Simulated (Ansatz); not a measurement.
System: BGeH₃F, charge 0, doublet. BGeH3F (SMILES F[B][GeH3], doublet).
B3LYP-D3(BJ)/def2-TZVP minimum from Ansatz (an electronic-structure program):
```
Ge
H 1 1.5383
H 1 1.5383 2 108.12
H 1 1.5451 2 109.13 3 -118.59
B 1 2.1005 2 107.50 3 115.78
F 5 1.3030 1 125.63 2 121.90
```
Charge 0, spin multiplicity 2.

Total energies in cc-pVDZ, 17 correlated electrons, 16 frozen orbitals. UHF or UKS for unpaired electrons; spin-orbit terms are left out. Correlated methods leave the cores frozen (noble-gas shells, and filled d and f shells in the p block). No relativity.

```tsv
method	program	energy (Eh)	minus CCSDT(Q) (mEh)
HF	Ansatz	-2201.18049	390.22
MP2	Ansatz	-2201.52512	45.58
CCSD	Ansatz	-2201.56036	10.35
CCSD(T)	Ansatz	-2201.56895	1.75
CCSDT(Q)	Ansatz	-2201.57071	0.00
```

Rough core times of Ansatz's runs on a shared machine: CCSD(T) under 20 s, CCSDT(Q) 4 min.
